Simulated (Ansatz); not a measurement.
ZnBr2⁻: single points at one geometry.

```yaml
crystal:
  periodic: [false, false, false]
  atoms:
    - {symbol: Zn, position_ang: [-0.002610, -0.001506, -0.000031]}
    - {symbol: Br, position_ang: [-0.015298, -0.019889, 2.224293]}
    - {symbol: Br, position_ang: [0.017908, 0.021395, -2.224251]}
basis:
  gaussian: {orbitals: def2-TZVPD, initial_orbitals: start.molden}
total_charge: -1
magnetization: {spin_polarized: true, initial_magnetization: 1}
hamiltonian: {xc: pbe0, dispersion: d4}
scf: {omitted_lower_state_checks: [starts]}
output: {orbitals: {seedname: orbitals}}
```

The file start.molden holds the orbitals of an earlier run on this structure, at another level or in another basis.

```sh
$ ansatz run in.yaml --threads 4 --pin off --events-out ev --progress --plain --max-ram 3916MiB
```

It prints (some lines left out):

```
Functional definition: PBE0
1143 factors; integrals over basis functions are off by at most 1.0e-3 eV
mean field evaluation 1: about -188490.8187 eV, gradient 1.4e2 eV
mean field evaluation 2: about -188492.5239 eV, gradient 4.9e0 eV
mean field evaluation 4: about -188493.0624 eV, gradient 6.9e-1 eV
mean field evaluation 8: about -188493.0743 eV, gradient 1.1e-3 eV
mean field -188493.07430650 eV, -6926.9927155691 hartree, gradient 3.8e-5 eV, S^2 0.751989; 0 other end points of the search recorded, 0 dependent functions left out
reference -188493.07434463 eV, -6926.9927169704 hartree; 51, 50 occupied and 114, 115 virtual orbitals, 1143 factors
Total energy: -188493.14243404 eV, -6926.9952192103 hartree
Checks for a lower state left out: starts
```

Hardware: 4 threads of Arm Neoverse V1 on a shared host. Wall time 7 s, peak host memory 0.62 GiB.

The first input with `hamiltonian: {xc: pbe, dispersion: d4}` (abridged; 4.6 s):

```
Functional definition: PBE
mean field -188487.76508637 eV, -6926.7976053281 hartree, gradient 1.6e-5 eV, S^2 0.751152
Total energy: -188487.84333818 eV, -6926.8004810293 hartree
Checks for a lower state left out: starts
```

The first input with `hamiltonian: {xc: r2scan, dispersion: d4}` (abridged; 9 s):

```
Functional definition: r2SCAN
mean field -188514.85850724 eV, -6927.7932701806 hartree, gradient 1.1e-5 eV, S^2 0.754113
Total energy: -188514.87545862 eV, -6927.7938931325 hartree
Checks for a lower state left out: starts
```

Geometry: PBE0-D4/def2-TZVP, that of the neutral singlet.

At PBE0-D4/def2-TZVPD, PBE-D4/def2-TZVPD, r2SCAN-D4/def2-TZVPD the highest occupied level of the charge -1 doublet lies above zero (up to 1.93 eV). By energy differences its removal costs 0.30 eV (vertical, to the charge 0 singlet, at PBE-D4/def2-TZVPD); a positive level beside a positive removal energy at the same level points to self-interaction error.
